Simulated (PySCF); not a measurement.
Computed shifts of a molecule C₃H₆F₂Si, KT2/pcSseg-1 (PySCF), GIAO, gas phase, atoms alike by connectivity averaged where their shifts nearly agree, in ppm (number of nuclei): ¹⁹F: -260.0 (1), -261.9 (1). ²⁹Si: 17.3 (1). ¹³C: 75.4 (1), 16.4 (1), 9.4 (1). ¹H: 5.85 (1), 5.32 (1), 4.95 (1), 1.41 (1), 1.30 (1), 0.50 (1). References: ¹⁹F against CFCl3 (σ = 127.1 ppm); ²⁹Si against TMS (σ = 361.9 ppm); ¹³C against TMS (σ = 185.1 ppm); ¹H against TMS (σ = 31.47 ppm), references at their B3LYP-D3(BJ)/def2-TZVP geometries, non-relativistic. Geometry: PBE0-D3(BJ)/def2-SVP. Other conformers were not sampled.

Question: Which structure fits?
A) FC1(F)C[C@H]1[SiH3]
B) C=C(C)[SiH](F)F
C) F[SiH2][C@@H]1C[C@@H]1F
D) C/C=C(\F)[SiH2]F

Answer: C, F[SiH2][C@@H]1C[C@@H]1F
